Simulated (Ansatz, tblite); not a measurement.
Cost and result up the ladder for the cluster SeS₂ (3 atoms). The state is a singlet with charge 0. Geometry: PBE0-D4/def2-TZVP.

Cartesian coordinates in Å:
```
S 0.215 -1.643 -0.400
S -0.647 0.047 -0.216
Se 0.432 1.596 0.616
```

Ansatz on 4 threads of Arm Neoverse V1 on a shared host; xTB runs through tblite on one thread. Times are rough, summed over both states, and most runs start from the orbitals of an earlier one. ωB97M-V/def2-TZVP serves as the yardstick here, not as an exact answer. The other state is a triplet at its own geometry.

The xTB rows come from tblite. LC-ωPBE has ω = 0.4 bohr⁻¹. Correlated methods freeze 19 core orbitals; core or outer-core shells of Se are correlated, in sets that lack core-valence functions. At PBE0-D4/def2-TZVP a broken-symmetry singlet of charge 0 lies 0.51 eV below the triplet, each at its own geometry. The structure comes from a short search, and lower isomers may exist.

Run but left out: HF/def2-TZVP, HF/def2-TZVPP, B2PLYP/def2-TZVP (singlet: restricted singlet, unstable towards broken spin symmetry); MP2/def2-TZVP, MP2/def2-TZVPP (triplet: a determinant that CCSD turns far, T1 0.082).

Correlated methods converge slowly with the basis.

xTB has no spin-polarisation term.

```
                         level  functions  wall time  triplet − singlet (eV)  difference from ωB97M-V/def2-TZVP (eV)
                      GFN1-xTB         27    0.006 s                    0.97                                    0.44
                      GFN2-xTB         27    0.006 s                    0.75                                    0.22
PBE-D4/def2-TZVP (with forces)        122      2.1 s                    0.61                                    0.08
             RPA@PBE/def2-TZVP        122        3 s                    0.57                                    0.04
             PBE0-D4/def2-TZVP        122      4.9 s                    0.50                                   -0.03
             LC-ωPBE/def2-TZVP        122      5.2 s                    0.31                                   -0.23
           r2SCAN-D4/def2-TZVP        122      5.4 s                    0.55                                    0.02
          r2SCAN0-D4/def2-TZVP        122      7.6 s                    0.43                                   -0.10
             ωB97X-V/def2-TZVP        122       12 s                    0.46                                   -0.08
             ωB97M-V/def2-TZVP        122       13 s                    0.53                                    0.00
```
